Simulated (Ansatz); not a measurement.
Input for Ansatz (a quantum-chemistry and plane-wave program): U-CCSD(T)/cc-pVTZ on FHOSe (SMILES O[Se]F), a point of a bond scan (R = 1.948 Å). The run froze 16 orbitals, filled d shells among them.

Ansatz 0.2 input:
```yaml
crystal:
  periodic: [false, false, false]
  atoms:
    - {symbol: Se, position_ang: [0.08590456, 0.00792344, 0.39476160]}
    - {symbol: F, position_ang: [-0.02139527, 1.46944412, -0.88858121]}
    - {symbol: O, position_ang: [-0.20677654, -1.35411437, -0.70776950]}
    - {symbol: H, position_ang: [-1.16177610, -1.46568956, -0.81251515]}
basis:
  gaussian:
    orbitals: cc-pVTZ
correlation: {method: ccsd_t, electrons: outside_noble_gas}
scf: {omitted_lower_state_checks: [cluster_reference]}
magnetization: {spin_polarized: true, initial_magnetization: 0}
```

The log:

```
WARN ansatz: RAYON_NUM_THREADS=1 ignored (pool sized by the plan → 1); use --threads N
Functional definition: HF
these checks for a lower state are left out or cut short: cluster_reference
integrals: 0.28 GiB planned
735 factors; integrals over basis functions are off by at most 6.5e-4 eV
mean field: 0.42 GiB planned
mean field evaluation 1: about -70060.4465 eV, gradient 2.7e1 eV
mean field evaluation 2: about -70060.4534 eV, gradient 2.7e1 eV
mean field evaluation 4: about -70063.1794 eV, gradient 1.8e0 eV
mean field evaluation 8: about -70063.2110 eV, gradient 1.6e-3 eV
mean field evaluation 16: about -70062.3546 eV, gradient 4.8e0 eV
mean field -70063.21099070 eV, -2574.7755133581 hartree, gradient 8.9e-6 eV, S^2 0.000000; 4 other end points of the search recorded, 0 dependent functions left out
16 core orbitals not correlated
reference -70063.21099070 eV, -2574.7755133581 hartree; 10, 10 occupied and 91, 91 virtual orbitals, 735 factors
second order -17.99671976 eV of doubles, -0.00000000 eV of singles
coupled cluster: 0.85 GiB planned
cycle   1  -17.62076584 eV  change    3.8e-1 eV  update   1.2e-1
cycle   2  -18.10245949 eV  change   -4.8e-1 eV  update   4.4e-2
cycle   3  -18.24699709 eV  change   -1.4e-1 eV  update   2.2e-2
cycle   4  -18.24064084 eV  change    6.4e-3 eV  update   6.7e-3
cycle   5  -18.23572724 eV  change    4.9e-3 eV  update   3.3e-3
cycle   6  -18.23698046 eV  change   -1.3e-3 eV  update   1.4e-3
cycle   7  -18.23689498 eV  change    8.5e-5 eV  update   5.5e-4
cycle   8  -18.23673051 eV  change    1.6e-4 eV  update   2.6e-4
cycle   9  -18.23682504 eV  change   -9.5e-5 eV  update   1.3e-4
cycle  10  -18.23681554 eV  change    9.5e-6 eV  update   6.6e-5
cycle  11  -18.23677041 eV  change    4.5e-5 eV  update   3.6e-5
cycle  12  -18.23681126 eV  change   -4.1e-5 eV  update   2.2e-5
cycle  13  -18.23679957 eV  change    1.2e-5 eV  update   1.2e-5
perturbative correction -0.73400116 eV, -0.0269740451 hartree
Total energy: -70082.18179143 eV, -2575.4726774261 hartree
Checks for a lower state left out: cluster_reference
```

Self-consistency was reached.

Cost: roughly 50 core-seconds.
